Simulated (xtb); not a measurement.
trifluoroacetic acid (C₂HF₃O₂), SMILES FC(C(O)=O)(F)F. All values are semi-empirical tight-binding results from xtb (GFN2-xTB unless named), good for trends rather than for accurate numbers. Coordinates come from a GFN2-xTB optimisation. Other conformers were not sampled.

```
Quantity                                         Result
----------------------------------------  -------------
point group as xtb finds it                          Cs
orbital gap                                     4.79 eV
dipole moment                                    3.52 D
zero-point energy                         22.6 kcal/mol
G − E(el) at 298.15 K (modified RRHO)      3.2 kcal/mol
static polarisability (D4 model)             39.1 bohr³
solvation energy, GFN2-xTB/ALPB(water)    -7.2 kcal/mol
solvation energy, GFN2-xTB/ALPB(acetone)  -8.2 kcal/mol
```

Computed IR lines (harmonic; lines under 4 % of the strongest left out, lines within 3 cm⁻¹ merged):
ν (cm⁻¹): 613 (m), 627 (m), 725 (m), 1081 (s), 1100 (m), 1128 (vs), 1144 (w), 1257 (w), 1848 (vs), 3398 (w) (against the strongest line: vs over 80 %, s over 45 %, m over 15 %, w over 4 %, vw less)
